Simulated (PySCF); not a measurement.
SMILES Cc1ccc([Si](F)(F)F)cc1, GFN2-xTB optimised geometry.

```
18

C      3.23    -0.33     0.00
C      1.73    -0.35     0.01
C      1.02    -0.18     1.19
C     -0.36    -0.18     1.19
C     -1.08    -0.36     0.00
Si    -2.94    -0.36     0.00
F     -3.63     1.08     0.00
F     -3.58    -1.08    -1.26
F     -3.59    -1.07     1.26
C     -0.36    -0.52    -1.18
C      1.02    -0.52    -1.18
H      3.63    -1.01    -0.75
H      3.63    -0.60     0.98
H      3.58     0.67    -0.24
H      1.55    -0.05     2.12
H     -0.89    -0.06     2.12
H     -0.89    -0.66    -2.11
H      1.56    -0.66    -2.11
```

Density from CAM-B3LYP/def2-SVP in PySCF at that geometry.

Minimum of the electron density along straight lines between bonded atoms, close to the bond critical point (lines longer than 1.1 times the sum of covalent radii, or with two minima, are not listed):

| bond | length / Å | ρ at the minimum / e bohr⁻³ | ∇²ρ there / e bohr⁻⁵ | position (fraction from the first atom) |
|---|---|---|---|---|
| C1–C2 | 1.496 | 0.259 | -0.63 | 0.49 |
| C2–C3 | 1.390 | 0.313 | -0.81 | 0.50 |
| C3–C4 | 1.381 | 0.317 | -0.83 | 0.50 |
| C4–C5 | 1.397 | 0.306 | -0.77 | 0.50 |
| C5–Si6 | 1.861 | 0.125 | 0.33 | 0.62 |
| Si6–F7 | 1.590 | 0.126 | 1.19 | 0.42 |
| Si6–F8 | 1.588 | 0.126 | 1.20 | 0.42 |
| Si6–F9 | 1.589 | 0.126 | 1.20 | 0.42 |
| C5–C10 | 1.397 | 0.305 | -0.76 | 0.50 |
| C2–C11 | 1.390 | 0.313 | -0.81 | 0.50 |
| C10–C11 | 1.381 | 0.317 | -0.83 | 0.50 |
| C1–H12 | 1.088 | 0.277 | -1.03 | 0.63 |
| C1–H13 | 1.087 | 0.278 | -1.04 | 0.63 |
| C1–H14 | 1.090 | 0.274 | -1.01 | 0.63 |
| C3–H15 | 1.081 | 0.284 | -1.09 | 0.63 |
| C4–H16 | 1.080 | 0.286 | -1.11 | 0.64 |
| C10–H17 | 1.080 | 0.286 | -1.11 | 0.64 |
| C11–H18 | 1.081 | 0.284 | -1.09 | 0.63 |
